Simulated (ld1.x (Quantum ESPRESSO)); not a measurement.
gallium (Ga): one change to an ultrasoft potential, before and after

```
Element                 : Ga
Generator               : ld1.x (Quantum ESPRESSO) 7.5
Type                    : ultrasoft
Functional              : LDA (PZ)
Relativity              : scalar-relativistic
Frozen core             : [Ar]
Valence charge          : 13
Reference configuration : 3d10 4s2 4p0 (charge +1)
Partial waves           : 4s (bound): rcut 1.20, rcutus 1.70 bohr; 4s channel at -0.15 Ry: rcut 1.20, rcutus 1.70 bohr; 4p (bound, empty): rcut 2.10, rcutus 2.35 bohr; 4p channel at -0.2 Ry: rcut 2.10, rcutus 2.35 bohr; 3d (bound): rcut 0.55, rcutus 0.65 bohr; 3d channel at -1.15 Ry: rcut 0.55, rcutus 0.65 bohr
Local potential         : all-electron potential smoothed inside 0.75 bohr (lloc = -1)
Core correction         : Bessel-smoothed model core, default radius (core density twice the valence density)
Augmentation charge     : PSQ, inside the norm-conserving radii
```

Change: type PAW; local potential all-electron potential smoothed inside 2.25 bohr (lloc = -1); augmentation PSQ, radius 0.55 bohr.

Cutoffs: the cutoffs (Ry, on a coarse ladder) from which the occupation-weighted sum of valence levels, in a spherical-Bessel basis at the reference potential, stays within 10 and 1 mRy of its value at 400 Ry; they do not see the model core or the augmentation charge, which bear on the density cutoff. Errors are all-electron minus pseudo energies relative to the spin-unpolarised reference configuration.

Q: Predict the effect on cutoff, ghosts and configuration errors.

A: The bound ghost in p, s disappears; of the 9 tests that both files solve, the error grows in 3 and shrinks in 5 by more than 15 % and 0.3 meV (median size 2.2 → 0.8 meV). Several settings change at once here, so the effects cannot be laid on one of them.

```csv
quantity,base,changed
"cutoff, loose",over 300 Ry,over 300 Ry
"cutoff, tight",over 300 Ry,over 300 Ry
loose cutoff by channel (10 mRy a level),"s 6 Ry, d 230 Ry","s 8 Ry, d 230 Ry"
bound ghosts,"s, p",none
"error for 3d10 4s2 4p1, meV [ΔE -5.89 eV]",-1.3,+0.7
"error for 3d10 4s1 4p0, meV [ΔE 21.50 eV]",-2.2,-3.5
"error for 3d10 4s0 4p0, meV [ΔE 53.10 eV]",-6.5,-14
"error for 3d10 4s1 4p2, meV [ΔE 0.72 eV]",-3.0,+0.1
"error for 3d10 4s2 4p0.5, meV [ΔE -3.77 eV]",-0.3,+0.5
"error for 3d9 4s2 4p2, meV [ΔE 14.51 eV]",-311,-211
"error for 3d10 4s2 4p1.3, meV [ΔE -6.47 eV]",-1.7,+0.8
"error for 3d10 4s2 4p1 (spin-polarised), meV [ΔE -6.02 eV]",-1.6,+0.7
"error for 3d10 4s1 4p0 (spin-polarised), meV [ΔE 21.20 eV]",-2.5,-4.2
s: phases at 2.55 bohr within 0.05 rad from the reference energy up to (Ry; the scan ends near 5),3.3,2.6
p: phases at 2.55 bohr within 0.05 rad from the reference energy up to (Ry; the scan ends near 5),4.3,3.6
d: phases at 2.55 bohr within 0.05 rad from the reference energy up to (Ry; the scan ends near 5),to the end of the scan,to the end of the scan
lowest overlap eigenvalue by channel,"s 0.24, p 0.28, d 0.96","s 0.44, p 0.70, d 1.00"
```

 A true bound ghost makes a file unfit for plane-wave use even where its test errors are small: the radial tests pick states by their node count and pass the ghost by.
